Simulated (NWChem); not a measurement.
CH₄BFOS; SMILES FB(O)SC

```xyz
9

B     -0.0609     0.8207     0.0000
F      0.6668     1.9409    -0.0003
O     -1.4104     0.8845     0.0002
H     -1.7341     1.7927     0.0000
S      0.8123    -0.7574     0.0003
C     -0.5798    -1.9244     0.0006
H     -1.2014    -1.7946     0.8959
H     -0.1481    -2.9336     0.0019
H     -1.2003    -1.7964    -0.8957
```
Atoms are numbered in this order, from 1.

Results from NWChem. Coordinates come from a PBE0/def2-SVP optimisation. GIAO values for the isolated, static molecule; σ is the absolute isotropic shielding, δ = σ(reference) − σ with the isolated reference molecule computed at the same levels (11B: boron trifluoride, 13C: tetramethylsilane, 19F: trichlorofluoromethane, 1H: tetramethylsilane, 17O: water).

**Question.** Estimate the computed values for BHandHLYP/pcSseg-1. Quantities: δ B1 (ppm); δ F2 (ppm); δ O3 (ppm); δ H4 (ppm); σ S5 (ppm); δ C6 (ppm); δ H7 (rotor mean) (ppm).

**Answer.** 
| Quantity | Result |
|---|---|
| δ B1 (ppm) | 21.6 |
| δ F2 (ppm) | -76.0 |
| δ O3 (ppm) | 113.2 |
| δ H4 (ppm) | 4.12 |
| σ S5 (ppm) | 633.5 |
| δ C6 (ppm) | 13.2 |
| δ H7 (rotor mean) (ppm) | 1.96 |
